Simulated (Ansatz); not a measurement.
Reaction (hydrogenolysis of the Si–Si bond): `N[Si](N)([SiH3])[SiH3]` + H₂ → `N[SiH](N)[SiH3]` + SiH₄

Calculated with Ansatz (gas phase, PBE0-D4/def2-TZVP geometries, no zero-point term in ΔE). CCSD(T)/CBS adds triple-zeta CCSD(T) − MP2 to the extrapolated MP2 energy (def2 sets, frozen cores). This one scheme is used for every species. Functionals use def2-TZVPP. B3LYP here is the variant with VWN-RPA as its local correlation; programs differ in this. Each species was taken in one conformer, which may not be the lowest.

CCSD(T)/CBS gives -23.6 kJ/mol.

Q: Another level gave -33.8 kJ/mol. Which?
A. ωB97X-V/def2-TZVPP
B. B2PLYP/def2-TZVPP
C. B3LYP-D4/def2-TZVPP
D. r2SCAN-D4/def2-TZVPP

A: B. B2PLYP -33.8, r2SCAN-D4 -17.0, ωB97X-V -26.7, B3LYP-D4 -22.3 kJ/mol.

Largest T1 diagnostic among the species: 0.013.

The D4 term adds +14.9 kJ/mol with B3LYP and +8.6 kJ/mol with PBE0; it sums over pairs of atoms, weighted by their polarisabilities, and B3LYP, whose exchange is more repulsive, gets the larger term. In def2-TZVPP, CCSD(T) changes the Hartree–Fock value by +34.1 kJ/mol (the triples alone add +6.5 kJ/mol) and MP2 by +35.1 kJ/mol. From PBE to PBE0 (25 % exact exchange), in def2-TZVPP and without D4, ΔE moves by −6.9 kJ/mol.
